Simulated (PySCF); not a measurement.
# Electron correlation in Ti⁻ (titanium, charge -1)

[Ar] 3d3 4s2, high-spin 4F determinant. Computed with PySCF 2.14 in x2c-QZVPPall with one added diffuse shell each of s, p, d, f, g type (12s8p6d4f3g, 121 functions), with the spin-free X2C one-electron Hamiltonian (Gaussian nucleus). Frozen: [Ar]; 5 electrons correlated.

MP2 pair energies summed by pair of shells (mhartree):

| pair | energy | share (%) |
| --- | --- | --- |
| 3d-3d | -23.77 | 47.1 |
| 3d-4s | -15.62 | 31.0 |
| 4s-4s | -11.04 | 21.9 |

Total MP2 correlation energy: -50.42 mhartree.

Same-spin part -33.28 and opposite-spin part -17.15 mhartree; SCS-MP2 scales them by 1/3 and 6/5 to -31.67 mhartree.

The Hartree-Fock reference does not bind the outermost electron (its level is positive or very diffuse), so these energies belong to a reference that the basis holds together.
